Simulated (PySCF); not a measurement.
Simulation results for BClHN

Calculation on a computer-drawn molecule: vertical ionisation energy to the stated ion spin, frozen-core CCSD(T) at the basis limit and cheaper methods, single-reference cases, UHF for radicals, no spin-orbit; all values are single points at the evaluated structure, the first of each entry, which is the reference or a displaced copy of it and isn't optimised; the reference structure only sets the zero of the energies above reference; triples share is (T) over the correlation energy. Program: PySCF 2.14.0.

Common to all runs: charge 0; multiplicity 1; ion multiplicity 2; diffuse functions no; basis cc-pV(n+d)Z; reference is the Hartree-Fock double-zeta minimum; best is HF at quadruple zeta + MP2 correlation extrapolated from triple and quadruple zeta + CCSD(T) minus MP2 at triple zeta; basis step is the size of the change from the same recipe one zeta lower.

(1) 
```xyz
4
formula=BClHN ionisation_energy_best=11.86 ionisation_energy_basis_step=0.9655 energy_above_reference_best=127.7 energy_above_reference_basis_step=1.852 ionisation_energy_Koopmans_at_triple_zeta=12.33 ionisation_energy_EOM_CCSD_at_triple_zeta=11.67 total_energy_HF_triple_zeta=-539.1013 total_energy_CCSD(T)_triple_zeta=-539.6266 total_energy_best=-539.7081 T1_diagnostic_at_triple_zeta=0.01052 D1_diagnostic_at_triple_zeta=0.02287 ion_T1_diagnostic_at_triple_zeta=0.04378 ion_D1_diagnostic_at_triple_zeta=0.2305 ion_spin_squared_at_triple_zeta=0.7716 triples_share_at_triple_zeta=0.04264 basis_functions_triple_zeta=113 dipole_magnitude_HF_at_triple_zeta=2.866 dipole_magnitude_CCSD_unrelaxed_at_triple_zeta=2.683 dipole_magnitude_PBE_at_triple_zeta=2.618 dipole_magnitude_r2SCAN_at_triple_zeta=2.68 dipole_magnitude_B3LYP_at_triple_zeta=2.69 dipole_magnitude_wB97X_at_triple_zeta=2.766
N     -0.6280     2.6555    -2.1362
B      0.3691     2.6718    -2.3487
Cl     2.1975     2.9994    -2.7170
H     -1.9843     2.3991    -1.9594
```

Units: ionisation_energy_best, ionisation_energy_basis_step, ionisation_energy_Koopmans_at_triple_zeta, ionisation_energy_EOM_CCSD_at_triple_zeta in eV; energy_above_reference_best, energy_above_reference_basis_step in kcal/mol; total_energy_HF_triple_zeta, total_energy_CCSD(T)_triple_zeta, total_energy_best in hartree; dipole_magnitude_HF_at_triple_zeta, dipole_magnitude_CCSD_unrelaxed_at_triple_zeta, dipole_magnitude_PBE_at_triple_zeta, dipole_magnitude_r2SCAN_at_triple_zeta, dipole_magnitude_B3LYP_at_triple_zeta, dipole_magnitude_wB97X_at_triple_zeta in debye.

Reference structure:
```xyz
4
BClHN
N     -0.7234     2.5164    -2.1383
B      0.4670     2.7116    -2.3397
Cl     2.1298     2.9842    -2.6210
H     -1.6816     2.3593    -1.9763
```

Drawn bonds:
```csv
atom,other atom,order
1,2,2
2,3,1
1,4,1
```

Triple zeta:
```csv
method,ionisation energy (eV),energy above reference (kcal/mol)
HF,10.79,130
PBE,11.15,127
r2SCAN,11.3,128.8
B3LYP,11.4,125.8
wB97X,11.69,127.7
MP2,11.86,132.4
CCSD,11.63,129.5
CCSD(T),11.63,130.3
```

(2) 
```xyz
4
formula=BClHN ionisation_energy_best=11.84 ionisation_energy_basis_step=0.09341 energy_above_reference_best=132.1 energy_above_reference_basis_step=1.84 ionisation_energy_Koopmans_at_triple_zeta=12.32 ionisation_energy_EOM_CCSD_at_triple_zeta=11.66 total_energy_HF_triple_zeta=-539.0930 total_energy_CCSD(T)_triple_zeta=-539.6195 total_energy_best=-539.7010 T1_diagnostic_at_triple_zeta=0.0107 D1_diagnostic_at_triple_zeta=0.02315 ion_T1_diagnostic_at_triple_zeta=0.04441 ion_D1_diagnostic_at_triple_zeta=0.2337 ion_spin_squared_at_triple_zeta=0.7724 triples_share_at_triple_zeta=0.04284 basis_functions_triple_zeta=113 dipole_magnitude_HF_at_triple_zeta=2.927 dipole_magnitude_CCSD_unrelaxed_at_triple_zeta=2.724 dipole_magnitude_PBE_at_triple_zeta=2.663 dipole_magnitude_r2SCAN_at_triple_zeta=2.728 dipole_magnitude_B3LYP_at_triple_zeta=2.738 dipole_magnitude_wB97X_at_triple_zeta=2.82
N     -0.6280     2.6555    -2.1362
B      0.3691     2.6718    -2.3487
Cl     2.1975     2.9994    -2.7170
H     -2.0125     2.3937    -1.9558
```

Units: ionisation_energy_best, ionisation_energy_basis_step, ionisation_energy_Koopmans_at_triple_zeta, ionisation_energy_EOM_CCSD_at_triple_zeta in eV; energy_above_reference_best, energy_above_reference_basis_step in kcal/mol; total_energy_HF_triple_zeta, total_energy_CCSD(T)_triple_zeta, total_energy_best in hartree; dipole_magnitude_HF_at_triple_zeta, dipole_magnitude_CCSD_unrelaxed_at_triple_zeta, dipole_magnitude_PBE_at_triple_zeta, dipole_magnitude_r2SCAN_at_triple_zeta, dipole_magnitude_B3LYP_at_triple_zeta, dipole_magnitude_wB97X_at_triple_zeta in debye.

Reference structure:
```xyz
4
BClHN
N     -0.7234     2.5164    -2.1383
B      0.4670     2.7116    -2.3397
Cl     2.1298     2.9842    -2.6210
H     -1.6816     2.3593    -1.9763
```

Drawn bonds:
```csv
atom,other atom,order
1,2,2
2,3,1
1,4,1
```

Triple zeta:
```csv
method,ionisation energy (eV),energy above reference (kcal/mol)
HF,10.77,135.3
PBE,11.13,131.4
r2SCAN,11.28,133.4
B3LYP,11.39,130.3
wB97X,11.67,132.4
MP2,11.84,137
CCSD,11.62,134.1
CCSD(T),11.62,134.7
```

(3) 
```xyz
4
formula=BClHN ionisation_energy_best=11.84 ionisation_energy_basis_step=0.09314 energy_above_reference_best=133.5 energy_above_reference_basis_step=1.836 ionisation_energy_Koopmans_at_triple_zeta=12.31 ionisation_energy_EOM_CCSD_at_triple_zeta=11.65 total_energy_HF_triple_zeta=-539.0904 total_energy_CCSD(T)_triple_zeta=-539.6173 total_energy_best=-539.6988 T1_diagnostic_at_triple_zeta=0.01076 D1_diagnostic_at_triple_zeta=0.02327 ion_T1_diagnostic_at_triple_zeta=0.04461 ion_D1_diagnostic_at_triple_zeta=0.2347 ion_spin_squared_at_triple_zeta=0.7727 triples_share_at_triple_zeta=0.0429 basis_functions_triple_zeta=113 dipole_magnitude_HF_at_triple_zeta=2.946 dipole_magnitude_CCSD_unrelaxed_at_triple_zeta=2.737 dipole_magnitude_PBE_at_triple_zeta=2.676 dipole_magnitude_r2SCAN_at_triple_zeta=2.743 dipole_magnitude_B3LYP_at_triple_zeta=2.753 dipole_magnitude_wB97X_at_triple_zeta=2.836
N     -0.6280     2.6555    -2.1362
B      0.3691     2.6718    -2.3487
Cl     2.1975     2.9994    -2.7170
H     -2.0213     2.3921    -1.9546
```

Units: ionisation_energy_best, ionisation_energy_basis_step, ionisation_energy_Koopmans_at_triple_zeta, ionisation_energy_EOM_CCSD_at_triple_zeta in eV; energy_above_reference_best, energy_above_reference_basis_step in kcal/mol; total_energy_HF_triple_zeta, total_energy_CCSD(T)_triple_zeta, total_energy_best in hartree; dipole_magnitude_HF_at_triple_zeta, dipole_magnitude_CCSD_unrelaxed_at_triple_zeta, dipole_magnitude_PBE_at_triple_zeta, dipole_magnitude_r2SCAN_at_triple_zeta, dipole_magnitude_B3LYP_at_triple_zeta, dipole_magnitude_wB97X_at_triple_zeta in debye.

Reference structure:
```xyz
4
BClHN
N     -0.7234     2.5164    -2.1383
B      0.4670     2.7116    -2.3397
Cl     2.1298     2.9842    -2.6210
H     -1.6816     2.3593    -1.9763
```

Drawn bonds:
```csv
atom,other atom,order
1,2,2
2,3,1
1,4,1
```

Triple zeta:
```csv
method,ionisation energy (eV),energy above reference (kcal/mol)
HF,10.77,136.9
PBE,11.13,132.7
r2SCAN,11.27,134.8
B3LYP,11.38,131.7
wB97X,11.66,133.8
MP2,11.84,138.5
CCSD,11.62,135.5
CCSD(T),11.61,136.1
```

(4) 
```xyz
4
formula=BClHN ionisation_energy_best=10.99 ionisation_energy_basis_step=0.09684 energy_above_reference_best=1.06 energy_above_reference_basis_step=0.2209 ionisation_energy_Koopmans_at_triple_zeta=11.37 ionisation_energy_EOM_CCSD_at_triple_zeta=10.84 total_energy_HF_triple_zeta=-539.3034 total_energy_CCSD(T)_triple_zeta=-539.8328 total_energy_best=-539.9099 T1_diagnostic_at_triple_zeta=0.01374 D1_diagnostic_at_triple_zeta=0.03619 ion_T1_diagnostic_at_triple_zeta=0.02738 ion_D1_diagnostic_at_triple_zeta=0.1322 ion_spin_squared_at_triple_zeta=0.7628 triples_share_at_triple_zeta=0.04594 basis_functions_triple_zeta=113 dipole_magnitude_HF_at_triple_zeta=0.2844 dipole_magnitude_CCSD_unrelaxed_at_triple_zeta=0.5023 dipole_magnitude_PBE_at_triple_zeta=0.4324 dipole_magnitude_r2SCAN_at_triple_zeta=0.3757 dipole_magnitude_B3LYP_at_triple_zeta=0.388 dipole_magnitude_wB97X_at_triple_zeta=0.3667
N     -0.6831     2.4967    -2.0886
B      0.5125     2.7073    -2.3962
Cl     2.1564     3.0150    -2.6988
H     -1.7027     2.3701    -1.9733
```

Units: ionisation_energy_best, ionisation_energy_basis_step, ionisation_energy_Koopmans_at_triple_zeta, ionisation_energy_EOM_CCSD_at_triple_zeta in eV; energy_above_reference_best, energy_above_reference_basis_step in kcal/mol; total_energy_HF_triple_zeta, total_energy_CCSD(T)_triple_zeta, total_energy_best in hartree; dipole_magnitude_HF_at_triple_zeta, dipole_magnitude_CCSD_unrelaxed_at_triple_zeta, dipole_magnitude_PBE_at_triple_zeta, dipole_magnitude_r2SCAN_at_triple_zeta, dipole_magnitude_B3LYP_at_triple_zeta, dipole_magnitude_wB97X_at_triple_zeta in debye.

Reference structure:
```xyz
4
BClHN
N     -0.7234     2.5164    -2.1383
B      0.4670     2.7116    -2.3397
Cl     2.1298     2.9842    -2.6210
H     -1.6816     2.3593    -1.9763
```

Drawn bonds:
```csv
atom,other atom,order
1,2,2
2,3,1
1,4,1
```

Triple zeta:
```csv
method,ionisation energy (eV),energy above reference (kcal/mol)
HF,9.261,3.19
PBE,10.6,0.2275
r2SCAN,10.55,1.029
B3LYP,10.69,1.266
wB97X,10.74,1.483
MP2,11.08,0.7358
CCSD,10.7,1.315
CCSD(T),10.8,0.838
```

(5) 
```xyz
4
formula=BClHN ionisation_energy_best=11.09 ionisation_energy_basis_step=0.09801 energy_above_reference_best=0.6131 energy_above_reference_basis_step=0.02375 ionisation_energy_Koopmans_at_triple_zeta=11.46 ionisation_energy_EOM_CCSD_at_triple_zeta=10.94 total_energy_HF_triple_zeta=-539.3066 total_energy_CCSD(T)_triple_zeta=-539.8332 total_energy_best=-539.9106 T1_diagnostic_at_triple_zeta=0.01327 D1_diagnostic_at_triple_zeta=0.03497 ion_T1_diagnostic_at_triple_zeta=0.02851 ion_D1_diagnostic_at_triple_zeta=0.1404 ion_spin_squared_at_triple_zeta=0.7622 triples_share_at_triple_zeta=0.04514 basis_functions_triple_zeta=113 dipole_magnitude_HF_at_triple_zeta=0.2697 dipole_magnitude_CCSD_unrelaxed_at_triple_zeta=0.4218 dipole_magnitude_PBE_at_triple_zeta=0.3588 dipole_magnitude_r2SCAN_at_triple_zeta=0.3053 dipole_magnitude_B3LYP_at_triple_zeta=0.3208 dipole_magnitude_wB97X_at_triple_zeta=0.3079
N     -0.7173     2.5281    -2.1308
B      0.4771     2.6579    -2.4148
Cl     2.1122     3.0094    -2.5920
H     -1.6504     2.3129    -1.9328
```

Units: ionisation_energy_best, ionisation_energy_basis_step, ionisation_energy_Koopmans_at_triple_zeta, ionisation_energy_EOM_CCSD_at_triple_zeta in eV; energy_above_reference_best, energy_above_reference_basis_step in kcal/mol; total_energy_HF_triple_zeta, total_energy_CCSD(T)_triple_zeta, total_energy_best in hartree; dipole_magnitude_HF_at_triple_zeta, dipole_magnitude_CCSD_unrelaxed_at_triple_zeta, dipole_magnitude_PBE_at_triple_zeta, dipole_magnitude_r2SCAN_at_triple_zeta, dipole_magnitude_B3LYP_at_triple_zeta, dipole_magnitude_wB97X_at_triple_zeta in debye.

Reference structure:
```xyz
4
BClHN
N     -0.7234     2.5164    -2.1383
B      0.4670     2.7116    -2.3397
Cl     2.1298     2.9842    -2.6210
H     -1.6816     2.3593    -1.9763
```

Drawn bonds:
```csv
atom,other atom,order
1,2,2
2,3,1
1,4,1
```

Triple zeta:
```csv
method,ionisation energy (eV),energy above reference (kcal/mol)
HF,9.396,1.212
PBE,10.68,0.4758
r2SCAN,10.64,0.4561
B3LYP,10.78,0.7049
wB97X,10.84,0.7851
MP2,11.18,0.4991
CCSD,10.8,0.7507
CCSD(T),10.9,0.6179
```

(6) 
```xyz
4
formula=BClHN
N     -0.7173     2.5281    -2.1308
B      0.4055     2.6501    -2.3978
Cl     2.0406     3.0016    -2.5750
H     -1.6504     2.3129    -1.9328
```

Reference structure:
```xyz
4
BClHN
N     -0.7234     2.5164    -2.1383
B      0.4670     2.7116    -2.3397
Cl     2.1298     2.9842    -2.6210
H     -1.6816     2.3593    -1.9763
```

Drawn bonds:
```csv
atom,other atom,order
1,2,2
2,3,1
1,4,1
```

(7) 
```xyz
4
formula=BClHN
N     -0.7173     2.5281    -2.1308
B      0.4336     2.6532    -2.4044
Cl     2.0687     3.0047    -2.5816
H     -1.6504     2.3129    -1.9328
```

Reference structure:
```xyz
4
BClHN
N     -0.7234     2.5164    -2.1383
B      0.4670     2.7116    -2.3397
Cl     2.1298     2.9842    -2.6210
H     -1.6816     2.3593    -1.9763
```

Drawn bonds:
```csv
atom,other atom,order
1,2,2
2,3,1
1,4,1
```

(8) 
```xyz
4
formula=BClHN
N     -0.7297     2.5376    -2.1479
B      0.4660     2.7084    -2.3062
Cl     2.1238     2.9857    -2.6031
H     -1.6673     2.3547    -1.9454
```

Reference structure:
```xyz
4
BClHN
N     -0.7234     2.5164    -2.1383
B      0.4670     2.7116    -2.3397
Cl     2.1298     2.9842    -2.6210
H     -1.6816     2.3593    -1.9763
```

Drawn bonds:
```csv
atom,other atom,order
1,2,2
2,3,1
1,4,1
```

**Q.** What ion spin squared at triple zeta does the calculation give for BClHN (entry 6)?
**A.** 0.7627

**Q.** What ion T1 diagnostic at triple zeta does the calculation give for BClHN (entry 7)?
**A.** 0.03333

**Q.** Give the table of triple zeta values for BClHN (entry 7).
**A.** 
Triple zeta:
```csv
method,ionisation energy (eV),energy above reference (kcal/mol)
HF,9.709,2.097
PBE,10.84,3.796
r2SCAN,10.84,3.104
B3LYP,10.97,3.075
wB97X,11.08,2.973
MP2,11.41,3.713
CCSD,11.05,3.34
CCSD(T),11.12,3.718
```

**Q.** Give the missing dipole magnitude PBE at triple zeta for BClHN (entry 8).
**A.** 0.4772 debye

**Q.** What ion D1 diagnostic at triple zeta does the calculation give for BClHN (entry 8)?
**A.** 0.1567

Further results for BClHN (entry 6):

| Property | Result |
| --- | --- |
| ionisation energy best | 11.44 eV |
| ionisation energy basis step | 0.1044 eV |
| energy above reference best | 7.75 kcal/mol |
| energy above reference basis step | 0.5841 kcal/mol |
| ionisation energy Koopmans at triple zeta | 11.84 eV |
| ionisation energy EOM CCSD at triple zeta | 11.29 eV |
| total energy HF triple zeta | -539.2998 hartree |
| total energy CCSD(T) triple zeta | -539.8207 hartree |
| total energy best | -539.8993 hartree |
| T1 diagnostic at triple zeta | 0.01145 |
| D1 diagnostic at triple zeta | 0.02937 |
| ion T1 diagnostic at triple zeta | 0.03749 |
| ion D1 diagnostic at triple zeta | 0.1953 |
| triples share at triple zeta | 0.04312 |
| basis functions triple zeta | 113 |
| dipole magnitude HF at triple zeta | 0.5423 debye |
| dipole magnitude CCSD unrelaxed at triple zeta | 0.7328 debye |
| dipole magnitude PBE at triple zeta | 0.6803 debye |
| dipole magnitude r2SCAN at triple zeta | 0.6349 debye |
| dipole magnitude B3LYP at triple zeta | 0.6538 debye |
| dipole magnitude wB97X at triple zeta | 0.6462 debye |

Triple zeta:
```csv
method,ionisation energy (eV),energy above reference (kcal/mol)
HF,9.917,5.459
PBE,10.93,8.647
r2SCAN,10.96,7.536
B3LYP,11.09,7.306
wB97X,11.23,7.119
MP2,11.57,8.518
CCSD,11.2,7.767
CCSD(T),11.26,8.456
```

Further results for BClHN (entry 7):

| Quantity | Value |
| --- | --- |
| ionisation energy best | 11.31 eV |
| ionisation energy basis step | 0.1015 eV |
| energy above reference best | 3.308 kcal/mol |
| energy above reference basis step | 0.3336 kcal/mol |
| ionisation energy Koopmans at triple zeta | 11.69 eV |
| ionisation energy EOM CCSD at triple zeta | 11.15 eV |
| total energy HF triple zeta | -539.3052 hartree |
| total energy CCSD(T) triple zeta | -539.8282 hartree |
| total energy best | -539.9063 hartree |
| T1 diagnostic at triple zeta | 0.01212 |
| D1 diagnostic at triple zeta | 0.03146 |
| ion D1 diagnostic at triple zeta | 0.1705 |
| ion spin squared at triple zeta | 0.7623 |
| triples share at triple zeta | 0.04389 |
| basis functions triple zeta | 113 |
| dipole magnitude HF at triple zeta | 0.3976 debye |
| dipole magnitude CCSD unrelaxed at triple zeta | 0.6076 debye |
| dipole magnitude PBE at triple zeta | 0.5508 debye |
| dipole magnitude r2SCAN at triple zeta | 0.4994 debye |
| dipole magnitude B3LYP at triple zeta | 0.5169 debye |
| dipole magnitude wB97X at triple zeta | 0.5046 debye |

Further results for BClHN (entry 8):

| Quantity | Value |
| --- | --- |
| ionisation energy best | 11.23 eV |
| ionisation energy basis step | 0.1003 eV |
| energy above reference best | 0.3485 kcal/mol |
| energy above reference basis step | 0.04221 kcal/mol |
| ionisation energy Koopmans at triple zeta | 11.61 eV |
| ionisation energy EOM CCSD at triple zeta | 11.08 eV |
| total energy HF triple zeta | -539.3084 hartree |
| total energy CCSD(T) triple zeta | -539.8335 hartree |
| total energy best | -539.9111 hartree |
| T1 diagnostic at triple zeta | 0.01275 |
| D1 diagnostic at triple zeta | 0.03307 |
| ion T1 diagnostic at triple zeta | 0.03113 |
| ion spin squared at triple zeta | 0.7618 |
| triples share at triple zeta | 0.04466 |
| basis functions triple zeta | 113 |
| dipole magnitude HF at triple zeta | 0.2675 debye |
| dipole magnitude CCSD unrelaxed at triple zeta | 0.5413 debye |
| dipole magnitude r2SCAN at triple zeta | 0.4167 debye |
| dipole magnitude B3LYP at triple zeta | 0.4307 debye |
| dipole magnitude wB97X at triple zeta | 0.4105 debye |

Triple zeta:
```csv
method,ionisation energy (eV),energy above reference (kcal/mol)
HF,9.577,0.05149
PBE,10.78,0.4762
r2SCAN,10.77,0.3194
B3LYP,10.9,0.3144
wB97X,11,0.3018
MP2,11.33,0.4104
CCSD,10.95,0.3297
CCSD(T),11.04,0.3996
```
